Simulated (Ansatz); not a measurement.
Basis-set series for CH3Cl3Zr (`[CH3][Zr]([Cl])([Cl])[Cl]`). Total charge 0; spin multiplicity 1. Zr: def2 effective core potential. Geometry: relaxed with PBE0-D4/def2-TZVP.

```csv
functional,basis,functions,energy (Eh),HOMO (eV),LUMO (eV)
PBE0-D4,def2-SVP,114,-1466.84077,-8.59,-2.19
PBE0-D4,def2-QZVPP,438,-1467.41296,-8.56,-2.24
ωB97M-V,def2-SVP,114,-1467.17491,-10.86,-0.02
ωB97M-V,def2-QZVPP,438,-1467.74231,-10.86,-0.13
```

Question: Give the rows for def2-TZVPP. (Best estimate.)

Answer: Computed: 
| functional | basis | functions | energy (Eh) | HOMO (eV) | LUMO (eV) |
| --- | --- | --- | --- | --- | --- |
| PBE0-D4 | def2-TZVPP | 255 | -1467.36747 | -8.56 | -2.23 |
| ωB97M-V | def2-TZVPP | 255 | -1467.69893 | -10.85 | -0.10 |
